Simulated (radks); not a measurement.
Task: All-electron atom: Dy XXXIX in [Ar] 3d9 4p1 (not the ground configuration). Method: non-relativistic Kohn-Sham, BLYP, spin-polarised, spherical densities, point nucleus; open shells are filled with parallel spins first (spin-orbit coupling, left out, can overturn this in heavy ions); relativity is left out, which matters for an element this heavy; computed with a radial shooting solver on a logarithmic mesh with Libxc functionals. Some entries of the table are withheld. Estimate them.

orbital  occ.  eigenvalue (hartree)  r(max) (bohr)  <r^2> (bohr^2)
1s up       1             -1908.244        0.01524       0.0007055
1s down     1             -1908.212        0.01524       0.0007055
2s up       1             -357.5150        0.08326         0.01112
2s down     1             -357.3533        0.08325         0.01111
2p up       3             -343.9551        0.06476        0.008251
2p down     3             -343.8221        0.06475        0.008247
3s up       1                   (1)            (2)         0.06805
3s down     1                   (3)            (4)         0.06804
3p up       3                   (5)         0.2153         0.06299
3p down     3                   (6)         0.2154         0.06300
3d up       5             -106.3249         0.1702         0.04901
3d down     4             -106.1078         0.1703         0.04904
4p up       1             -58.42558         0.4714          0.2551
4p down     0             -58.17164         0.4714          0.2562

Result: 
(1) 3s up eigenvalue (hartree): -122.9801
(2) 3s up r(max) (bohr): 0.2281
(3) 3s down eigenvalue (hartree): -122.8064
(4) 3s down r(max) (bohr): 0.2282
(5) 3p up eigenvalue (hartree): -117.0573
(6) 3p down eigenvalue (hartree): -116.8716
